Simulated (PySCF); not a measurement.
BeH₄SSi, SMILES [SiH3][Be][SH].

Geometry optimised at PBE0-D3(BJ)/def2-TZVP. One conformer was computed; it need not be the lowest.

The numbers are results of IEF-PCM-PBE0/def2-SVP (PySCF 2.14.0), not measurements.

The values are the electrostatic part of the solvation free energy, E(continuum) − E(gas) at the gas-phase geometry, in a cavity of scaled van der Waals radii (PySCF's table); cavitation and dispersion terms are not included. A continuum can't describe solvent molecules that bind to the metal. In vacuum the orbital gap is 6.43 eV. The dipole moment in vacuum is 0.97 D.

Computed values in water (ε = 78.36), ethanol (ε = 24.85), tetrahydrofuran (ε = 7.43):
| solvent | ε | ΔG(elec) (kcal/mol) | dipole (D) | gap (eV) |
|---|---|---|---|---|
| water | 78.36 | -5.1 | 1.32 | 6.75 |
| ethanol | 24.85 | -4.8 | 1.30 | 6.73 |
| tetrahydrofuran | 7.43 | -4.0 | 1.24 | 6.68 |
